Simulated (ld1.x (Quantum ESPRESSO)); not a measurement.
**What one change does to a pseudopotential (Pb (Z = 82), ultrasoft)**

ld1.x (Quantum ESPRESSO) 7.5 input, shortened:

```
&input
   title='Pb', zed=82., rel=1, dft='PW91', iswitch=3,
   config='[Xe] 4f14 5d10 6s1 6p3'
 /
 &inputp
   pseudotype=3, tm=.true., lloc=-1, rcloc=2.05,
   nlcc=.true., new_core_ps=.true., rcore=1.55
 /
6
6S  1  0   1.00   0.00  1.55  2.15  0.0
6S  1  0   0.00   3.45  1.55  2.15  0.0
6P  2  1   3.00   0.00  2.15  2.50  0.0
6P  2  1   0.00   0.75  2.15  2.50  0.0
5D  3  2  10.00   0.00  1.30  1.70  0.0
5D  3  2   0.00  -1.30  1.30  1.70  0.0
 &test
   configts(1)='5d10 6s1 6p3'
 /
```

Change: waves 6s (bound): rcut 1.55, rcutus 2.66 bohr; 6s channel at 3.45 Ry: rcut 1.55, rcutus 2.66 bohr.

Cutoffs: the cutoffs (Ry, on a coarse ladder) from which the occupation-weighted sum of valence levels, in a spherical-Bessel basis at the reference potential, stays within 10 and 1 mRy of its value at 400 Ry; they do not see the model core or the augmentation charge, which bear on the density cutoff. Errors are all-electron minus pseudo energies relative to the spin-unpolarised reference configuration.

What does the change do?

The potential gets neither clearly harder nor softer (45 Ry and 70 Ry → 45 Ry and 70 Ry); the errors of the 7 common tests hardly move; neither file shows a bound ghost.

| quantity | base | changed |
| --- | --- | --- |
| cutoff, loose | 45 Ry | 45 Ry |
| cutoff, tight | 70 Ry | 70 Ry |
| bound ghosts | none | none |
| error for 5d10 6s2 6p2, meV [ΔE -8.76 eV] | -1.9 | -1.9 |
| error for 5d10 6s2 6p1, meV [ΔE -2.13 eV] | -9.6 | -9.2 |
| error for 5d10 6s2 6p0, meV [ΔE 11.39 eV] | -29 | -25 |
| error for 5d10 6s1 6p2, meV [ΔE 7.43 eV] | -3.8 | -3.5 |
| error for 5d9 6s2 6p2, meV [ΔE 18.44 eV] | -57 | -58 |
| error for 5d10 6s2 6p1.5, meV [ΔE -6.25 eV] | -4.6 | -4.7 |
| error for 5d10 6s0 6p4, meV [ΔE 9.13 eV] | -6.8 | -6.7 |
| lowest overlap eigenvalue by channel | s 0.58, p 0.38, d 0.86 | s 0.51, p 0.38, d 0.86 |
